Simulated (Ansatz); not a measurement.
Geometry optimisation, RKS B3LYP/STO-3G in Ansatz 0.2.0.

Input:

```yaml
crystal:
  periodic: [false, false, false]
  atoms:
    - { symbol: O, position_ang: [-2.1153, 1.5486, -0.0433] }
    - { symbol: Si, position_ang: [-0.9742, 0.445, 0.1074] }
    - { symbol: F, position_ang: [-1.4796, -0.5292, 1.2701] }
    - { symbol: Si, position_ang: [-0.5584, -0.6964, -1.8822] }
    - { symbol: S, position_ang: [0.7131, 1.5485, 0.79] }
    - { symbol: Si, position_ang: [1.8568, -0.1285, 1.4012] }
    - { symbol: H, position_ang: [-2.1952, 2.2127, 0.6952] }
    - { symbol: H, position_ang: [-1.8437, -1.3484, -2.3598] }
    - { symbol: H, position_ang: [-0.1443, 0.2178, -2.9143] }
    - { symbol: H, position_ang: [0.3965, -1.7706, -1.6757] }
    - { symbol: H, position_ang: [2.0504, -1.0236, 0.249] }
    - { symbol: H, position_ang: [1.1861, -0.8646, 2.5086] }
    - { symbol: H, position_ang: [3.1282, 0.354, 1.8686] }
basis:
  gaussian: { orbitals: STO-3G }
hamiltonian:
  xc: b3lyp
relax:
  f_tol: 0.02
  max_steps: 40
```

Run as:

```bash
$ ansatz run input.yaml --threads 1 --pin off --max-ram 2048MiB --backend cpu --events-out ev --progress --plain --runs-dir out
```

Task: Where does it end, and by what steps?

Result: The forces met the threshold. Limits of this set-up: minimal basis. After 6 steps the energy has fallen by 0.565 eV; H11 moved furthest, 0.22 Å.

```tsv
step	energy less start (eV)	largest force component (eV/Å)	accepted
0	0.0000	3.213	yes
1	-0.4195	1.520	yes
2	-0.5159	0.611	yes
3	-0.5396	0.871	yes
4	-0.5625	0.103	yes
5	-0.5644	0.034	yes
6	-0.5650	0.017	yes
```

```xyz
13
Properties=species:S:1:pos:R:3
O -2.201 1.598 -0.236
Si -0.958 0.455 0.066
F -1.489 -0.550 1.264
Si -0.674 -0.672 -1.899
S 0.763 1.506 0.832
Si 1.946 -0.144 1.478
H -2.285 2.134 0.632
H -1.913 -1.270 -2.342
H -0.205 0.221 -2.933
H 0.301 -1.727 -1.748
H 2.199 -1.080 0.402
H 1.327 -0.883 2.558
H 3.210 0.377 1.942
```

Time of the run: 64 s on 1 thread of AMD EPYC (Zen 3), on a shared host, peak memory 0.17 GiB.
